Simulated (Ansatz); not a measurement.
Two isomers of C2H7GeN: A = `C=N[CH2][GeH3]`, B = `[CH3][GeH2][CH]=N`.

Program: Ansatz. Geometries: PBE0-D4/def2-TZVP. ΔE: electronic, gas phase. CCSD(T)/CBS is the MP2 limit (def2-TZVPP, def2-QZVPP) plus CCSD(T) − MP2 in def2-TZVPP, frozen cores. DFT in def2-TZVPP. B3LYP here is the variant with VWN-RPA as its local correlation; programs differ in this. For Ge outer-core shells are correlated without core-valence functions, which leaves a few kJ/mol of doubt a bond. Scalar relativity is left out up to krypton. One conformer a species, not always the lowest.

Question: Which is lower in electronic energy at CCSD(T)/CBS, and by how much? (Best estimate.)

Answer: Ansatz gave: B, by 10.8 kcal/mol.

Question: Give E(B) − E(A) in kcal/mol with HF/def2-TZVPP, B3LYP, CCSD(T)/def2-TZVPP, ωB97M-V, r2SCAN-D4, MP2/def2-TZVPP, PBE0-D4. (An estimate is asked.)

Answer: Ansatz gave: HF/def2-TZVPP -9.2, B3LYP -9.4, CCSD(T)/def2-TZVPP -10.9, ωB97M-V -10.5, r2SCAN-D4 -10.2, MP2/def2-TZVPP -10.9, PBE0-D4 -9.7. None reverses the order clearly.

Largest T1 diagnostic: 0.012.

In def2-TZVPP, CCSD(T) changes the Hartree–Fock value by −1.7 kcal/mol (the triples alone add −0.1 kcal/mol) and MP2 by −1.7 kcal/mol.
